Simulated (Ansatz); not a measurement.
The same ligand exchange along the group B, Al, Ga, In.

Calculated with Ansatz (gas phase, PBE0-D4/def2-TZVP geometries, no zero-point term in ΔE). CBS: MP2 limit from def2 TZ/QZ plus the TZ coupled-cluster correction, frozen cores. This one scheme is used for every species. DFT in def2-TZVPP. B3LYP here is the variant with VWN-RPA as its local correlation; programs differ in this. def2 core potentials past Kr. For Ga, In outer-core shells are correlated without core-valence functions, which leaves a few kJ/mol of doubt a bond. Scalar relativity is left out up to krypton.

```csv
reaction,MP2/CBS(def2) (kcal/mol),B97M-V (kcal/mol),HF/CBS(def2) (kcal/mol),B3LYP-D4 (kcal/mol),CCSD(T)/CBS(def2) (kcal/mol)
`BN([SiH3])[SiH3]` + CH₃SH → `BSC` + `[SiH3]N[SiH3]`,4.2,2.2,6.0,4.4,4.5
`[AlH2][N]([SiH3])[SiH3]` + CH₃SH → `C[S][AlH2]` + `[SiH3]N[SiH3]`,-1.7,-2.7,-2.7,-1.7,-1.6
`[SiH3][N]([SiH3])[GaH2]` + CH₃SH → `C[S][GaH2]` + `[SiH3]N[SiH3]`,-7.7,-9.9,-9.8,-8.7,-7.7
`[SiH3][N]([SiH3])[InH2]` + CH₃SH → `C[S][InH2]` + `[SiH3]N[SiH3]`,-10.9,-13.5,-15.0,-13.2,-10.9
```

Largest T1 diagnostic: 0.015, for `[SiH3][N]([SiH3])[InH2]`.
